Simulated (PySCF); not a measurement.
C₅H₄F₂O, SMILES O=C1C=CCC1(F)F.

Geometry: PBE-D3(BJ)/def2-SVP. The structure was generated by enumeration, and PubChem lists no compound with its InChIKey, so it may never have been made. Other conformers were not sampled.

Computed with PBE-D3(BJ)/def2-SVP in PySCF 2.14.0.

No scaling factor is applied to the harmonic values.

| mode | ν (cm⁻¹) | IR (km/mol) | moving atoms (share of kinetic energy) |
|---|---|---|---|
| 1 | 37 | 0.0 | C 36 %, F 28 %, H 18 %, O 17 % |
| 2 | 208 | 1.9 | F 55 %, O 26 %, C 14 % |
| 3 | 280 | 0.1 | C 55 %, F 23 %, H 21 % |
| 4 | 287 | 2.1 | O 51 %, F 42 % |
| 5 | 389 | 0.4 | H 43 %, F 35 %, C 22 % |
| 6 | 409 | 6.4 | F 58 %, C 30 %, O 8 % |
| 7 | 556 | 7.7 | C 47 %, F 21 %, O 18 %, H 14 % |
| 8 | 615 | 6.5 | C 50 %, F 31 %, O 13 % |
| 9 | 660 | 7.3 | H 56 %, C 32 %, F 11 % |
| 10 | 702 | 0.8 | C 52 %, F 27 %, O 15 % |
| 11 | 736 | 6.8 | C 77 %, H 14 %, F 9 % |
| 12 | 798 | 21.6 | C 66 %, H 29 % |
| 13 | 882 | 44.6 | H 50 %, C 36 %, F 14 % |
| 14 | 943 | 15.4 | H 50 %, C 50 % |
| 15 | 966 | 1.1 | H 78 %, C 21 % |
| 16 | 1023 | 39.2 | C 56 %, H 33 % |
| 17 | 1058 | 30.3 | H 55 %, C 37 %, F 8 % |
| 18 | 1074 | 7.4 | H 70 %, C 28 % |
| 19 | 1162 | 79.6 | C 68 %, H 22 %, F 10 % |
| 20 | 1191 | 9.4 | C 76 %, H 21 % |
| 21 | 1196 | 113.0 | C 54 %, H 36 %, F 10 % |
| 22 | 1306 | 75.3 | C 67 %, H 29 % |
| 23 | 1324 | 4.7 | C 52 %, H 46 % |
| 24 | 1370 | 19.9 | H 84 %, C 16 % |
| 25 | 1606 | 27.2 | C 92 %, H 8 % |
| 26 | 1798 | 211.6 | C 64 %, O 36 % |
| 27 | 2991 | 1.9 | H 94 % |
| 28 | 3044 | 0.4 | H 90 %, C 10 % |
| 29 | 3129 | 2.7 | H 92 %, C 8 % |
| 30 | 3166 | 0.5 | H 91 %, C 9 % |
